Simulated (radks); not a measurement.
Values are calculated unless marked as measured or tabulated.
Problem. The mean radii <r> (bohr) of the occupied orbitals of an atom or ion are listed with their occupations. Code: a radial shooting solver on a logarithmic mesh with Libxc functionals. Model: Dirac Kohn-Sham, LDA (Slater exchange, Perdew-Wang correlation), spin-unpolarised, spherical densities, finite nucleus; Fermi nuclear charge, rms radius of each element as measured or else 0.836 A^(1/3) + 0.57 fm.

orbital  occ.     <r>
1s1/2       2  0.1206
2s1/2       2  0.6254
2p1/2       2  0.5961
2p3/2       4  0.5983

Name the element and its charge. Open shells, if any, are shared by 2j + 1.

Solution. Z = 13, aluminium, charge +3: Al3+ in [Ne]. The 1s radius gives Z: for a bare nucleus <r> = (2 gamma + 1)/(2Z) with gamma = sqrt(1 - (Z/c)^2), 0.115 bohr for Z = 13, and screening makes it slightly larger (0.1206 here). The occupations add up to 10, and the charge is Z minus that.
